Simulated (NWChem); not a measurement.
**Plane-wave run on MgCl$_{2}$ (rutile type)**

```yaml
crystal:
  lattice:
    - [5.87321, 0.00000, 0.00000]
    - [0.00000, 5.87321, 0.00000]
    - [0.00000, 0.00000, 3.78238]
  atoms:
    - { symbol: Mg, position: [0.00000, 0.00000, 0.00000] }
    - { symbol: Mg, position: [0.50000, 0.50000, 0.50000] }
    - { symbol: Cl, position: [0.30496, 0.30496, 0.00000] }
    - { symbol: Cl, position: [0.80496, 0.19504, 0.50000] }
    - { symbol: Cl, position: [0.19504, 0.80496, 0.50000] }
    - { symbol: Cl, position: [0.69504, 0.69504, 0.00000] }
```

The numbers come from NWChem runs, not from measurements. Origin of the cell: lattice set by a structure generator, not relaxed at this level; this structure type may not be the compound's usual one.

Norm-conserving pseudopotentials with valence charges Mg 2, Cl 7, fixed occupations, no spin-orbit coupling, density cut at twice the wavefunction cutoff.

Level: LDA (Vosko), Troullier-Martins, cutoff 25 Ha, density from a 2×2×4 mesh. Bands run along Γ–X–M–Γ–Z–R–A–Z with k in units of the cell's reciprocal vectors.

Problem. What gap does the band structure show, and how wide is the group of occupied bands?

Solution. It shows a direct gap along this path of 4.23 eV at Γ. The 16 occupied bands reach 14.2 eV below the valence-band top.
